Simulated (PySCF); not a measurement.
## Constants of PbH, step by step

State: ²Π, doublet, unpaired electrons π ↑. De refers to H + Pb. ROHF-based CCSD(T) in PySCF 2.14 with H aug-cc-pVDZ, Pb cc-pwCVDZ-PP with ECP60 and H aug-cc-pVTZ, Pb cc-pwCVTZ-PP with ECP60 (frozen core orbitals: 4; scalar-relativistic core potentials). Correlation energies are extrapolated as n⁻³ (n = 2, 3), Hartree–Fock as (n+1)·exp(−9√n).

```tsv
Level	Re (Å)	ωe (cm⁻¹)	ωexe (cm⁻¹)	αe (cm⁻¹)	De (eV)
CCSD(T)/DZ	1.8545	1571.0	28.1	0.139	2.358
CCSD(T)/TZ	1.8427	1593.2	26.1	0.135	2.484
HF/CBS	1.8368	1666.9	22.5	0.120	1.525
MP2/CBS	1.8215	1670.8	22.9	0.124	2.312
CCSD/CBS	1.8352	1622.0	24.7	0.130	2.488
CCSD(T)/CBS	1.8390	1602.7	25.5	0.133	2.530
```

How much is left between CCSD(T)/TZ and the basis-set limit, and how much do the triples give at the limit?

CCSD(T)/CBS less CCSD(T)/TZ: -3.7 mÅ in Re, +9.5 cm⁻¹ in ωe and +0.046 eV in De. CCSD(T)/CBS less CCSD/CBS: +3.8 mÅ in Re, -19.3 cm⁻¹ in ωe and +0.042 eV in De.

The T1 diagnostic is 0.014. The state was picked by a PBE0 search and need not be the measured ground state. Spin–orbit coupling, excitations beyond (T) and corrections to the Born–Oppenheimer picture are left out, and spin–orbit coupling matters for open p, d or f shells this heavy.

The whole job (state search and all basis sets along the bond) took about 6.2 min on 4 threads of Arm Neoverse V1 (shared host), peak memory 5.3 GiB.
